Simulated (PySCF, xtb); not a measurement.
dichlorosilane (H₂Cl₂Si), SMILES Cl[SiH2]Cl. Atoms are numbered in the order given.

```xyz
5

Cl    -1.6824     0.0000    -0.4085
Si     0.0000     0.0000     0.7664
Cl     1.6824     0.0000    -0.4085
H      0.0000     1.2244     1.5799
H      0.0000    -1.2244     1.5799
```

Geometry optimised at B3LYP-D3(BJ)/def2-TZVP.

Method: C-PCM-PBE0/def2-SVP (PySCF).

The values are the electrostatic part of the solvation free energy, E(continuum) − E(gas) at the gas-phase geometry, in a cavity of scaled van der Waals radii (PySCF's table); cavitation and dispersion terms are not included. In vacuum the orbital gap is 9.40 eV. The dipole moment in vacuum is 1.34 D.

```json
[
 {"solvent": "water", "ε": "78.36", "ΔG(elec) (kcal/mol)": "-1.3", "dipole (D)": "1.74", "gap (eV)": "9.42"},
 {"solvent": "ethylethanoate", "ε": "5.99", "ΔG(elec) (kcal/mol)": "-1.0", "dipole (D)": "1.67", "gap (eV)": "9.42"},
 {"solvent": "methanol", "ε": "32.61", "ΔG(elec) (kcal/mol)": "-1.2", "dipole (D)": "1.73", "gap (eV)": "9.42"}
]
```

For comparison, GFN2-xTB/ALPB(water) (xtb, at the GFN2-xTB geometry, all terms of that model) gives -0.3 kcal/mol.
